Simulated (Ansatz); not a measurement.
Species: [Sc(Cl)(NH2)2] (charge 0, multiplicity 1), formula H4ClN2Sc.

Q: How many basis functions does Ansatz (an electronic-structure program) with frozen-core CCSD(T)/def2-TZVPP // BP86-D3(BJ)/def2-SVP use, how many core orbitals are frozen, and how many electrons are correlated?

A: 224 basis functions and 12 frozen orbitals, which leaves 32 correlated electrons. Core time is of the order of minutes.
